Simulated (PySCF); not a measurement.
## [Pm(H2O)2]3+ relaxed at several levels

Computed with PySCF 2.14.0, def2-SVP on the ligands, density fitting, scalar-relativistic core potentials, no spin-orbit coupling, vacuum. Each row is relaxed at its own level from the same template. Distances are means of the shortest metal–ligand contacts, charges and spins Mulliken's; removal energies are rigid, with the ligand's formal charge and no counterpoise, so too large; for an anion taken off a cation in vacuum most of it is the attraction of opposite charges, and multiply charged cations can part far more cheaply with an electron moved from ligand to metal. lcecp potentials hold a fixed number of 4f electrons in the core, out of states, spins and gaps.

```json
{"level": "PBE", "basis on the metal": "lcecp-1-SVP with ECP50", "point group": "C1", "M–H2O (Å)": "2.290", "charge on M (e)": "2.16", "removal of one H2O (eV)": "4.29", "strongest infrared band, degenerate modes summed (cm⁻¹)": "3359", "unstable modes (below −25 cm⁻¹)": "0"}
```

Question: What does the calculation give for BP86, lcecp-1-SVP with ECP50?

Answer: point group: C1, M–H2O (Å): 2.290, charge on M (e): 2.17, removal of one H2O (eV): 4.20, strongest infrared band, degenerate modes summed (cm⁻¹): 3345, unstable modes (below −25 cm⁻¹): 0.
```xyz
7

Pm    0.3438   -1.1222    0.0121
O    -0.0638    0.1828    1.8515
H     0.4195    1.0079    2.1635
H    -0.7455    0.0415    2.5775
O     0.0253    0.1611   -1.8561
H     0.2455   -0.0683   -2.8105
H    -0.3815    1.0763   -1.9380
```

Moved off a saddle point of the template and relaxed again: BP86, PBE. One start shape was tried for each, so a minimum needn't be the lowest isomer.
